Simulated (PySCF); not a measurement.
C2H13NOSi3.
SMILES with atom numbers: `[CH3:1][NH:2][SiH2:3][CH2:4][SiH2:5][O:6][SiH3:7]` (hydrogens: H8, H9, H10 on C1; H11 on N2; H12, H13 on Si3; H14, H15 on C4; H16, H17 on Si5; H18, H19, H20 on Si7)

Method: PBE0-D3(BJ)/def2-SVP geometry optimisation, gas phase (PySCF).

Question: What internal coordinates does the optimisation give?

Answer: 
```json
{"bond": "C1–N2", "length (Å)": "1.444", "order": "single"}
{"bond": "N2–Si3", "length (Å)": "1.738", "order": "single"}
{"bond": "Si3–C4", "length (Å)": "1.878", "order": "single"}
{"bond": "C4–Si5", "length (Å)": "1.873", "order": "single"}
{"bond": "Si5–O6", "length (Å)": "1.667", "order": "single"}
{"bond": "O6–Si7", "length (Å)": "1.651", "order": "single"}
{"bond": "C1–H8, C1–H9, C1–H10", "length (Å)": "1.104", "order": "single"}
{"bond": "N2–H11", "length (Å)": "1.014", "order": "single"}
{"bond": "Si3–H12", "length (Å)": "1.494", "order": "single"}
{"bond": "Si3–H13", "length (Å)": "1.504", "order": "single"}
{"bond": "C4–H14, C4–H15", "length (Å)": "1.104", "order": "single"}
{"bond": "Si5–H16, Si5–H17", "length (Å)": "1.493", "order": "single"}
{"bond": "Si7–H18, Si7–H19, Si7–H20", "length (Å)": "1.494", "order": "single"}
```

Bonds in one row agree within 0.01 Å and their mean is given. Orders are formal, as drawn. A selection of angles:
```json
{"angle": "N2–C1–H8", "degrees": "110.0"}
{"angle": "N2–C1–H9", "degrees": "114.1"}
{"angle": "N2–C1–H10", "degrees": "111.3"}
{"angle": "H8–C1–H9", "degrees": "107.0"}
{"angle": "H8–C1–H10", "degrees": "106.3"}
{"angle": "C1–N2–Si3", "degrees": "123.9"}
{"angle": "C1–N2–H11", "degrees": "113.7"}
{"angle": "Si3–N2–H11", "degrees": "116.8"}
{"angle": "N2–Si3–C4", "degrees": "108.5"}
{"angle": "N2–Si3–H12", "degrees": "105.6"}
{"angle": "N2–Si3–H13", "degrees": "114.3"}
{"angle": "C4–Si3–H12", "degrees": "110.4"}
{"angle": "H12–Si3–H13", "degrees": "108.2"}
{"angle": "Si3–C4–Si5", "degrees": "110.8"}
{"angle": "Si3–C4–H14", "degrees": "109.0"}
{"angle": "Si3–C4–H15", "degrees": "111.4"}
{"angle": "Si5–C4–H14", "degrees": "109.4"}
{"angle": "H14–C4–H15", "degrees": "106.7"}
{"angle": "C4–Si5–O6", "degrees": "110.2"}
{"angle": "C4–Si5–H16", "degrees": "111.1"}
{"angle": "C4–Si5–H17", "degrees": "110.0"}
{"angle": "O6–Si5–H16", "degrees": "106.8"}
{"angle": "O6–Si5–H17", "degrees": "108.6"}
{"angle": "H16–Si5–H17", "degrees": "110.1"}
{"angle": "Si5–O6–Si7", "degrees": "146.3"}
{"angle": "O6–Si7–H18", "degrees": "110.7"}
{"angle": "O6–Si7–H20", "degrees": "108.7"}
{"angle": "H18–Si7–H19", "degrees": "108.5"}
{"angle": "H18–Si7–H20", "degrees": "109.2"}
```

Dihedral angles: C1–N2–Si3–C4 -67° (synclinal); N2–Si3–C4–Si5 -39° (synclinal); Si3–C4–Si5–O6 -168° (antiperiplanar); C4–Si5–O6–Si7 94° (anticlinal). The mirror-image conformer, all signs reversed, is as good.

N2 (silicon-bound nitrogen) has angles 123.9°, 116.8° and 113.7°, sum 354.3°, 0.19 Å off the plane of its three neighbours. Si7 (oxygen-bound silicon) is tetrahedral (angles from 108.5° to 110.7°). Si3 (SiH2 silicon) is distorted tetrahedral (angles from 105.6° to 114.3°). Si5 (oxygen-bound silicon) is tetrahedral (angles from 106.8° to 111.1°). Of the pairs four or more bonds apart, C1···Si5 is among the closest relative to their van der Waals radii: 3.84 Å, 101 % of the sum of Bondi's values.

Point group: C1 (no symmetry element, even within 0.4 Å). Not checked by PBE0-D3(BJ)/def2-SVP frequencies. One conformer, not necessarily the lowest.

The run took 3.8 min wall on an Arm Neoverse V2 with one thread, shared host. That covers the optimisation of the geometry.
